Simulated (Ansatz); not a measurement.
Reaction (redistribution): `CCBC[SiH3]` + `BS[SiH3]` → `CCBS[SiH3]` + `BC[SiH3]`

Gas-phase electronic energies from Ansatz, PBE0-D4/def2-TZVP geometries. CCSD(T)/CBS adds triple-zeta CCSD(T) − MP2 to the extrapolated MP2 energy (def2 sets, frozen cores). DFT in def2-TZVPP. B3LYP here is the variant with VWN-RPA as its local correlation; programs differ in this. HSE06 is defined as in plane-wave codes. Each species was taken in one conformer, which may not be the lowest.

```json
{"level": "LDA (SPW92)", "ΔE (kJ/mol)": "4.2", "difference from CCSD(T)/CBS": "1.9"}
{"level": "PBE-D4", "ΔE (kJ/mol)": "3.1", "difference from CCSD(T)/CBS": "0.8"}
{"level": "BLYP-D4", "ΔE (kJ/mol)": "3.3", "difference from CCSD(T)/CBS": "1.0"}
{"level": "r2SCAN-D4", "ΔE (kJ/mol)": "2.5", "difference from CCSD(T)/CBS": "0.2"}
{"level": "B97M-V", "ΔE (kJ/mol)": "2.7", "difference from CCSD(T)/CBS": "0.4"}
{"level": "B3LYP-D4", "ΔE (kJ/mol)": "2.9", "difference from CCSD(T)/CBS": "0.6"}
{"level": "r2SCANh-D4", "ΔE (kJ/mol)": "2.4", "difference from CCSD(T)/CBS": "0.1"}
{"level": "r2SCAN0-D4", "ΔE (kJ/mol)": "2.3", "difference from CCSD(T)/CBS": "0.0"}
{"level": "HSE06-D4", "ΔE (kJ/mol)": "2.5", "difference from CCSD(T)/CBS": "0.2"}
{"level": "BHLYP-D4", "ΔE (kJ/mol)": "2.3", "difference from CCSD(T)/CBS": "0.0"}
{"level": "CAM-B3LYP-D4", "ΔE (kJ/mol)": "3.2", "difference from CCSD(T)/CBS": "0.9"}
{"level": "ωB97X-V", "ΔE (kJ/mol)": "2.6", "difference from CCSD(T)/CBS": "0.3"}
{"level": "ωB97M-V", "ΔE (kJ/mol)": "3.0", "difference from CCSD(T)/CBS": "0.7"}
{"level": "B2PLYP", "ΔE (kJ/mol)": "1.8", "difference from CCSD(T)/CBS": "-0.5"}
{"level": "PBE-QIDH", "ΔE (kJ/mol)": "1.3", "difference from CCSD(T)/CBS": "-1.0"}
{"level": "PBE", "ΔE (kJ/mol)": "2.5", "difference from CCSD(T)/CBS": "0.2"}
{"level": "revPBE", "ΔE (kJ/mol)": "1.8", "difference from CCSD(T)/CBS": "-0.5"}
{"level": "BLYP", "ΔE (kJ/mol)": "2.3", "difference from CCSD(T)/CBS": "0.0"}
{"level": "r2SCAN", "ΔE (kJ/mol)": "2.2", "difference from CCSD(T)/CBS": "-0.1"}
{"level": "PBE0", "ΔE (kJ/mol)": "2.0", "difference from CCSD(T)/CBS": "-0.3"}
{"level": "B3LYP", "ΔE (kJ/mol)": "2.1", "difference from CCSD(T)/CBS": "-0.2"}
{"level": "r2SCANh", "ΔE (kJ/mol)": "2.1", "difference from CCSD(T)/CBS": "-0.2"}
{"level": "r2SCAN0", "ΔE (kJ/mol)": "1.9", "difference from CCSD(T)/CBS": "-0.4"}
{"level": "HSE06", "ΔE (kJ/mol)": "1.9", "difference from CCSD(T)/CBS": "-0.4"}
{"level": "BHLYP", "ΔE (kJ/mol)": "1.8", "difference from CCSD(T)/CBS": "-0.5"}
{"level": "CAM-B3LYP", "ΔE (kJ/mol)": "2.6", "difference from CCSD(T)/CBS": "0.3"}
{"level": "LC-ωPBE", "ΔE (kJ/mol)": "1.9", "difference from CCSD(T)/CBS": "-0.4"}
{"level": "RPA@PBE/def2-TZVPP", "ΔE (kJ/mol)": "3.1", "difference from CCSD(T)/CBS": "0.8"}
{"level": "HF/def2-SVP", "ΔE (kJ/mol)": "0.5", "difference from CCSD(T)/CBS": "-1.8"}
{"level": "MP2/def2-SVP", "ΔE (kJ/mol)": "1.4", "difference from CCSD(T)/CBS": "-0.9"}
{"level": "CCSD/def2-SVP", "ΔE (kJ/mol)": "2.7", "difference from CCSD(T)/CBS": "0.4"}
{"level": "CCSD(T)/def2-SVP", "ΔE (kJ/mol)": "2.9", "difference from CCSD(T)/CBS": "0.6"}
{"level": "HF/def2-TZVPP", "ΔE (kJ/mol)": "0.5", "difference from CCSD(T)/CBS": "-1.8"}
{"level": "MP2/def2-TZVPP", "ΔE (kJ/mol)": "1.1", "difference from CCSD(T)/CBS": "-1.2"}
{"level": "SCS-MP2/def2-TZVPP", "ΔE (kJ/mol)": "1.1", "difference from CCSD(T)/CBS": "-1.2"}
{"level": "CCSD/def2-TZVPP", "ΔE (kJ/mol)": "2.5", "difference from CCSD(T)/CBS": "0.2"}
{"level": "MP2/def2-QZVPP", "ΔE (kJ/mol)": "1.0", "difference from CCSD(T)/CBS": "-1.3"}
{"level": "HF/CBS(def2)", "ΔE (kJ/mol)": "0.6", "difference from CCSD(T)/CBS": "-1.7"}
{"level": "MP2/CBS(def2)", "ΔE (kJ/mol)": "0.9", "difference from CCSD(T)/CBS": "-1.4"}
{"level": "CCSD/CBS(def2)", "ΔE (kJ/mol)": "2.2", "difference from CCSD(T)/CBS": "-0.1"}
{"level": "CCSD(T)/CBS", "ΔE (kJ/mol)": "2.3", "difference from CCSD(T)/CBS": "0"}
```

Largest T1 diagnostic among the species: 0.014.

Leaving LDA and LC-ωPBE aside and taking each functional with its dispersion term where it has one, the values spread over 1.9 kJ/mol, from PBE-QIDH to BLYP-D4.

CCSD(T)/CBS has its own doubt, a few kJ/mol and more with outer-core shells, so smaller differences from it don't rank the levels.
